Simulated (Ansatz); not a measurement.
`[CH3][SnH2][GeH3]` + HCl → `[CH3][SnH2][Cl]` + GeH₄ at 500 K and 1 bar (cleavage of the Sn–Ge bond).

Computed with Ansatz on PBE0-D4/def2-TZVP structures; ΔE is electronic, products minus reactants. CCSD(T)/CBS adds triple-zeta CCSD(T) − MP2 to the extrapolated MP2 energy (def2 sets, frozen cores). This one scheme is used for every species. def2 core potentials past Kr. For Ge, Sn outer-core shells are correlated without core-valence functions, which leaves a few kJ/mol of doubt a bond. Scalar relativity is left out up to krypton.

```json
{"species": "`[CH3][SnH2][GeH3]`", "CCSD(T)/CBS energy (Eh)": "-2332.99556", "H − E (kJ/mol)": "241.2", "S (J/(mol·K))": "443.7"}
{"species": "HCl", "CCSD(T)/CBS energy (Eh)": "-460.38127", "H − E (kJ/mol)": "32.5", "S (J/(mol·K))": "201.9"}
{"species": "`[CH3][SnH2][Cl]`", "CCSD(T)/CBS energy (Eh)": "-714.90153", "H − E (kJ/mol)": "171.8", "S (J/(mol·K))": "382.2"}
{"species": "GeH₄", "CCSD(T)/CBS energy (Eh)": "-2078.49493", "H − E (kJ/mol)": "99.4", "S (J/(mol·K))": "244.6"}
```

H − E and S are ideal-gas, rigid-rotor, harmonic terms from PBE0-D4/def2-TZVP. 1 Eh = 2625.50 kJ/mol, R = 8.31446 J/(mol·K).

Q: By hand: ΔE, ΔH, ΔS and ΔG.

A: ΔE = (-714.90153) + (-2078.49493) − (-2332.99556) − (-460.38127) = -0.01963 Eh = -51.5 kJ/mol. Δ(H − E) = 171.8 + 99.4 − 241.2 − 32.5 = -2.5, so ΔH = -54.0 kJ/mol. ΔS = 382.2 + 244.6 − 443.7 − 201.9 = -18.8 J/(mol·K). ΔG = -54.0 − 500 × (-18.8)/1000 = -44.6 kJ/mol.

Q: By hand: the equilibrium constant, and the temperature at which ΔG would vanish if ΔH and ΔS stayed fixed.

A: log₁₀ K = −ΔG/(RT ln 10) = 4.7. ΔG = 0 at ΔH/ΔS = 2872 K, far beyond where these terms or the molecules hold.

ΔH outweighs TΔS. A doubt of 5 kJ/mol in ΔE shifts log₁₀ K by 0.5 here. These are equilibria of isolated gas molecules and say nothing of rates. Largest T1 diagnostic: 0.012 (customary marks: 0.02 for closed shells, 0.045 for open ones).
